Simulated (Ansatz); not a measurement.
`[CH3][SbH2]` + `N[SiH3]` → `[SiH3][NH][SbH2]` + CH₄ at 298.15 K and 1 bar (ligand exchange at the Sb–C bond).

Computed with Ansatz on PBE0-D4/def2-TZVP structures; ΔE is electronic, products minus reactants. CBS: MP2 limit from def2 TZ/QZ plus the TZ coupled-cluster correction, frozen cores. This one scheme is used for every species. def2 core potentials past Kr. For Sb outer-core shells are correlated without core-valence functions, which leaves a few kJ/mol of doubt a bond.

| species | CCSD(T)/CBS energy (Eh) | H − E (kJ/mol) | S (J/(mol·K)) |
| --- | --- | --- | --- |
| `[CH3][SbH2]` | -281.05548 | 144.1 | 284.1 |
| `N[SiH3]` | -346.80422 | 145.7 | 264.3 |
| `[SiH3][NH][SbH2]` | -587.40566 | 161.6 | 341.4 |
| CH₄ | -40.46206 | 127.4 | 186.2 |

H − E and S are ideal-gas, rigid-rotor, harmonic terms from PBE0-D4/def2-TZVP, for one conformer and one mirror image of each species. 1 Eh = 2625.50 kJ/mol, R = 8.31446 J/(mol·K).

By hand: ΔE, ΔH, ΔS and ΔG.

ΔE = (-587.40566) + (-40.46206) − (-281.05548) − (-346.80422) = -0.00802 Eh = -21.1 kJ/mol. Δ(H − E) = 161.6 + 127.4 − 144.1 − 145.7 = -0.8, so ΔH = -21.9 kJ/mol. ΔS = 341.4 + 186.2 − 284.1 − 264.3 = -20.8 J/(mol·K). ΔG = -21.9 − 298.15 × (-20.8)/1000 = -15.7 kJ/mol.

By hand: the equilibrium constant, and the temperature at which ΔG would vanish if ΔH and ΔS stayed fixed.

log₁₀ K = −ΔG/(RT ln 10) = 2.8. ΔG = 0 at ΔH/ΔS = 1053 K.

ΔH outweighs TΔS. A doubt of 5 kJ/mol in ΔE shifts log₁₀ K by 0.9 here. Other conformers and mirror images would add mixing entropy, several J/(mol·K) or more a flexible species. These are equilibria of isolated gas molecules and say nothing of rates. Largest T1 diagnostic: 0.013 (customary marks: 0.02 for closed shells, 0.045 for open ones).
